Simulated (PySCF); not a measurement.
**Electronic absorption of Sn(tBu)H3**

Species: Sn(tBu)H3, C4H12Sn.
SMILES: `[H][Sn]([H])([H])[C](C)(C)C`

Method used: TDDFT wB97X-D/def2-SVPD, vertical, gas phase, core orbitals frozen in the response, def2 core potentials past Kr (PySCF). Isolated species at its PBE0-D3(BJ)/def2-SVP geometry, gas phase. Spin–orbit coupling is left out.

Problem. Predict the UV-vis stick spectrum at this level.

Solution. 

```tsv
state	λ (nm)	E (eV)	f	main configurations (H = HOMO, L = LUMO)
S1	183.6	6.75	0.0001	H→L (64%), H→L+1 (34%)
S2	170.0	7.29	0.642	H→L+1 (59%), H→L (31%)
S3	168.5	7.36	0.0027	H→L+2 (67%), H→L+3 (24%)
S4	168.4	7.36	0.0036	H→L+3 (67%), H→L+2 (24%)
S5	154.1	8.04	0.0087	H-2/H-1→L+1 (≥79%)
S6	154.0	8.05	0.0089	H-2/H-1→L+1 (≥79%)
S7	152.2	8.15	0.123	H→L+4 (94%)
S8	150.7	8.22	0.195	H-2/H-1→L (≥82%), H-2/H-1→L+1 (≥10%)
S9	150.7	8.23	0.195	H-2/H-1→L (≥82%), H-2/H-1→L+1 (≥10%)
```

Triplets (Tamm–Dancoff): T1 6.01 eV, H→L+1 (77%), H→L+7 (13%); T2 6.62 eV, H→L (85%); T3 7.09 eV, H→L+2 (50%), H→L+3 (27%); T4 7.09 eV, H→L+3 (50%), H→L+2 (27%).

The lowest singlet comes at 184 nm (652 kJ/mol) in the vacuum ultraviolet; it is dark (f under 0.0005); its leading configuration is HOMO→LUMO (64%). The strongest level in the table is S2 at 7.29 eV (170 nm, f = 0.642). S3/S4, S5/S6 and S8/S9 lie within about 0.01 eV of each other in each set; the point group C3 has degenerate representations, and within a degenerate level the listed configurations can mix freely. Löwdin shares by element: HOMO carbon 47% or more, tin 22% (atoms not listed hold the other 30%); LUMO tin 51%, hydrogen 27% or more (atoms not listed hold the other 22%). Weighted by f, the mean energy of these states is 7.70 eV. The listed states span 1.47 eV, and the widest gap between neighbours is 0.68 eV (S4 to S5). Orbitals of the list HOMO-3 to LUMO+2 that lie within 0.01 eV of each other are written together with a slash and their weights summed (≥ marks a lower bound); for degenerate orbitals outside that list single weights are arbitrary. Singlets were solved by full linear response, triplets in the Tamm–Dancoff approximation. The highest level found (8.42 eV, f 0.0001 so far) is left out, since the window may have cut off a degenerate partner.
